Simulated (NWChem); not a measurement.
# CH₃FN₂Zn; SMILES [F][Zn]1[NH]C=[NH]->1

```xyz
8

Zn     0.0012     0.4800     0.0000
F     -0.0021     2.2250     0.0000
C     -0.0013    -1.9098     0.0000
N     -0.0003    -1.1876    -1.1096
N     -0.0003    -1.1876     1.1096
H     -0.0030    -3.0047     0.0000
H     -0.0007    -1.6672    -1.9996
H     -0.0007    -1.6672     1.9996
```
Atoms are numbered in this order, from 1.

Program: NWChem. Medium grid unless said otherwise, to which SCAN and Minnesota functionals are sensitive. Coordinates come from a B3LYP/6-31G* (spherical d) optimisation. B3LYP is NWChem's, with the RPA form of VWN correlation. Total energies of different functionals are on different scales.

```json
[
 {"level": "B3LYP/def2-SVP", "energy (Ha)": "-2028.3001", "highest occupied level (eV)": "-6.52", "orbital gap (eV)": "6.41", "dipole (D)": "4.89"},
 {"level": "PBE/def2-SVP", "energy (Ha)": "-2027.7098", "highest occupied level (eV)": "-5.48", "orbital gap (eV)": "4.68", "dipole (D)": "4.62"},
 {"level": "OLYP/def2-SVP", "energy (Ha)": "-2028.6815", "highest occupied level (eV)": "-5.34", "orbital gap (eV)": "4.68", "dipole (D)": "4.57"},
 {"level": "MN15-L/def2-SVP", "energy (Ha)": "-2027.9552", "highest occupied level (eV)": "___", "orbital gap (eV)": "___", "dipole (D)": "___"},
 {"level": "B3PW91/def2-SVP", "energy (Ha)": "-2028.1723", "highest occupied level (eV)": "-6.61", "orbital gap (eV)": "6.55", "dipole (D)": "4.96"},
 {"level": "B97-2/def2-SVP", "energy (Ha)": "-2028.6171", "highest occupied level (eV)": "-6.57", "orbital gap (eV)": "6.70", "dipole (D)": "4.96"},
 {"level": "RPBE/def2-SVP", "energy (Ha)": "-2028.1741", "highest occupied level (eV)": "-5.42", "orbital gap (eV)": "4.72", "dipole (D)": "4.55"},
 {"level": "MN15/def2-SVP", "energy (Ha)": "-2028.2414", "highest occupied level (eV)": "-7.52", "orbital gap (eV)": "8.36", "dipole (D)": "4.99"}
]
```

### Question
What belongs in the gaps?

### Answer

- MN15-L/def2-SVP, highest occupied level (eV): -5.93
- MN15-L/def2-SVP, orbital gap (eV): 5.66
- MN15-L/def2-SVP, dipole (D): 4.85
